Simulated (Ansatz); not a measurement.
C8H7N, SMILES `c1ccc2[nH]ccc2c1`: measurement beside calculation (Ansatz, PBE0-D4/def2-TZVP geometry).

```xyz
16

C    -1.380   -1.048    1.347
C    -1.135    0.235    1.856
C    -0.296    1.116    1.203
C     0.296    0.681    0.022
N     1.157    1.322   -0.828
C     1.473    0.488   -1.869
C     0.827   -0.702   -1.714
C     0.064   -0.608   -0.510
C    -0.790   -1.475    0.176
H    -2.044   -1.712    1.887
H    -1.613    0.541    2.779
H    -0.108    2.108    1.599
H     1.503    2.256   -0.709
H     2.144    0.814   -2.648
H     0.889   -1.546   -2.382
H    -0.986   -2.470   -0.209
```

Measured: 7.9 eV (ionisation energy: vertical, HOMO, photoelectron spectroscopy). Source: Specific versus Nonspecific Solvent Interactions of a Biomolecule in Water, 2022 (arxiv:2205.08217).

| level | vertical IE (eV) | minus measured (eV) |
| --- | --- | --- |
| PBE-D4/def2-TZVPP | 7.66 | -0.24 |
| r2SCAN-D4/def2-TZVPP | 7.63 | -0.27 |
| PBE0-D4/def2-TZVPP | 7.75 | -0.15 |
| B3LYP-D4/def2-TZVPP | 7.76 | -0.14 |
| ωB97X-V/def2-TZVPP | 7.82 | -0.08 |
| ωB97M-V/def2-TZVPP | 7.82 | -0.08 |
| B2PLYP/def2-TZVPP | 7.77 | -0.13 |
| −ε(HOMO), LDA (SPW92) | 5.25 | -2.65 |
| −ε(HOMO), PBE | 5.04 | -2.86 |
| −ε(HOMO), revPBE | 4.96 | -2.94 |
| −ε(HOMO), BLYP | 4.86 | -3.04 |
| −ε(HOMO), r2SCAN | 5.18 | -2.72 |
| −ε(HOMO), B97M-V | 5.14 | -2.76 |
| −ε(HOMO), PBE0 | 5.96 | -1.94 |
| −ε(HOMO), B3LYP | 5.76 | -2.14 |
| −ε(HOMO), r2SCANh | 5.53 | -2.37 |
| −ε(HOMO), r2SCAN0 | 6.07 | -1.83 |
| −ε(HOMO), HSE06 | 5.58 | -2.32 |
| −ε(HOMO), BHLYP | 6.71 | -1.19 |
| −ε(HOMO), CAM-B3LYP | 7.12 | -0.78 |
| −ε(HOMO), LC-ωPBE | 8.35 | 0.45 |
| −ε(HOMO), ωB97X-V | 8.02 | 0.12 |
| −ε(HOMO), ωB97M-V | 7.95 | 0.05 |

Computed values are vertical and leave out zero-point energy and spin–orbit coupling (wavefunction rows weren't run, or the cation's reference was doubtful).

B3LYP here is the variant with VWN-RPA as its local correlation; programs differ in this.
